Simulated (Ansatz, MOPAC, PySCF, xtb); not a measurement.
Ligands exchanged one at a time, Si OCH3-SiH3. Isolated molecules, 0 K electronic values unless said otherwise. One relaxed conformer stands for each flexible species; it need not be the lowest. Strings in code marks are SMILES.

Quantity: redistribution energy (mixed species minus the weighted end members), in kcal/mol. Semi-empirical values (MOPAC) are differences of heats of formation.

Level 1: frozen-core MP2/cc-pVDZ // B3LYP-D3(BJ)/def2-SVP (Ansatz, a quantum-chemistry and plane-wave program)
Level 2: PBE/6-31G* // B3LYP-D3(BJ)/def2-SVP (PySCF)
Level 3: GFN2-xTB (xtb)
Level 4: PM6 // B3LYP-D3(BJ)/def2-SVP (MOPAC)

| species | level 2 | level 3 | level 4 |
|---|---|---|---|
| 3 of 4 OCH3 replaced by SiH3: `CO[Si]([SiH3])([SiH3])[SiH3]` (C–O–Si–Si torsion 60°) | 11.2 | -5.99 | 9.35 |
| 2 of 4 OCH3 replaced by SiH3: `CO[Si]([SiH3])([SiH3])OC` (C–O–Si–Si torsion 79°, Si–Si–O–C torsion 178°) | 11.9 | -9.31 | 3.62 |
| 1 of 4 OCH3 replaced by SiH3: `CO[Si]([SiH3])(OC)OC` | 5.60 | -7.15 | -7.47 |

Task: What does level 1 give for each?

Result: 
- 3 of 4 OCH3 replaced by SiH3: `CO[Si]([SiH3])([SiH3])[SiH3]` (C–O–Si–Si torsion 60°): 14.0
- 2 of 4 OCH3 replaced by SiH3: `CO[Si]([SiH3])([SiH3])OC` (C–O–Si–Si torsion 79°, Si–Si–O–C torsion 178°): 15.5
- 1 of 4 OCH3 replaced by SiH3: `CO[Si]([SiH3])(OC)OC`: 7.74
